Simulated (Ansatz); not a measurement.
Consider the cleavage of the Si–Al bond: `[OH][AlH][SiH2][SeH]` + HBr → `[SeH][SiH2]Br` + `[OH][AlH2]`.

Isolated molecules relaxed with PBE0-D4/def2-TZVP in Ansatz; ΔE leaves out vibrations. CCSD(T)/CBS adds triple-zeta CCSD(T) − MP2 to the extrapolated MP2 energy (def2 sets, frozen cores). This one scheme is used for every species. DFT in def2-TZVPP. For Br, Se outer-core shells are correlated without core-valence functions, which leaves a few kJ/mol of doubt a bond. Scalar relativity is left out up to krypton. Each species was taken in one conformer, which may not be the lowest.

CCSD(T)/CBS gives -0.88 eV.

Problem. Another level gave -0.85 eV. Which?
A. PBE0/def2-TZVPP
B. CCSD/def2-TZVPP
C. MP2/def2-TZVPP
D. HF/def2-TZVPP

Solution. B. CCSD/def2-TZVPP -0.85, MP2/def2-TZVPP -0.95, PBE0 -0.79, HF/def2-TZVPP -1.04 eV.

Largest T1 diagnostic among the species: 0.012.

From PBE to PBE0 (25 % exact exchange), in def2-TZVPP and without D4, ΔE moves by −0.05 eV. In def2-TZVPP, CCSD(T) changes the Hartree–Fock value by +0.22 eV (the triples alone add +0.02 eV) and MP2 by +0.09 eV.
